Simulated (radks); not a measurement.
Hf3+, configuration [Xe] 4f14 5d1 (the NIST ground configuration). Method: scalar-relativistic Kohn-Sham, PBEsol, spin-unpolarised, spherical densities, point nucleus; computed with a radial shooting solver on a logarithmic mesh with Libxc functionals.

Normalised radial functions P(r) = r R(r), r in bohr:

r,4d,4f
0.003204,0.0004,0.0000
0.004342,0.0008,0.0000
0.005931,0.0020,0.0000
0.008039,0.0045,0.0000
0.01089,0.0100,0.0001
0.01476,0.0219,0.0003
0.02001,0.0467,0.0009
0.02734,0.0978,0.0026
0.03705,0.1902,0.0073
0.05021,0.3431,0.0196
0.06805,0.5581,0.0498
0.09297,0.7886,0.1192
0.126,0.8776,0.2527
0.1708,0.6283,0.4754
0.2314,-0.0537,0.7749
0.3136,-0.9309,1.0698
0.4285,-1.4894,1.2293
0.5807,-1.3761,1.1612
0.787,-0.8444,0.9183
1.067,-0.3443,0.6150
1.457,-0.0842,0.3407
1.975,-0.0118,0.1556
2.676,-0.0008,0.0539
3.627,0.0000,0.0127
4.916,0.0000,0.0017
6.716,0.0000,0.0001
9.102,0.0000,0.0000

4d: eigenvalue -233.88 eV, 1 radial node at r = 0.227 bohr, <r> = 0.535 bohr, 90 % of the charge inside 0.804 bohr. 4f: eigenvalue -44.192 eV, 0 radial nodes, <r> = 0.673 bohr, 90 % of the charge inside 1.14 bohr.
